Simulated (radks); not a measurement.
Values are calculated unless marked as measured or tabulated.
Excited configurations of the promethium ion Pm+: one electron is placed in a higher orbital outside [Xe] 4f5. The ground configuration is [Xe] 4f5 6s1. Level of theory: Dirac Kohn-Sham, LDA (Slater exchange, Perdew-Wang correlation), spin-unpolarised, spherical densities, finite nucleus; open shells fill j = l - 1/2 first; Fermi nuclear charge, rms radius 4.962 fm (a radial shooting solver on a logarithmic mesh with Libxc functionals). Excitation = E - E(ground); binding = E(ion) - E, where the ion is the core of charge +2; n* = 2/sqrt(2 binding) in atomic units, and the quantum defect is n - n*.

| outer orbital | excitation (eV) | binding (eV) | quantum defect | <r> (bohr) |
|---|---|---|---|---|
| 5d3/2 | 1.151 | 9.977 | 2.664 | 2.957 |
| 6f5/2 | 8.776 | 2.352 | 1.190 | 14.91 |
| 7s1/2 | 5.812 | 5.316 | 3.800 | 8.007 |
| 7d3/2 | 8.264 | 2.864 | 2.641 | 13.43 |
| 7f5/2 | 9.453 | 1.675 | 1.300 | 22.52 |

The Delta-SCF ionisation energy is 11.128 eV (NIST Atomic Spectra Database: 10.94 eV, semi-empirical). Self-interaction in the functional shifts the binding energies and quantum defects, so they are the method's values and not measured ones. Spin polarisation and multiplet splitting are left out, so open shells lie too high by an amount that depends on their filling.

Beside tabulated values, note that spin-unpolarised runs miss the spin-polarisation part of the exchange energy of open shells.
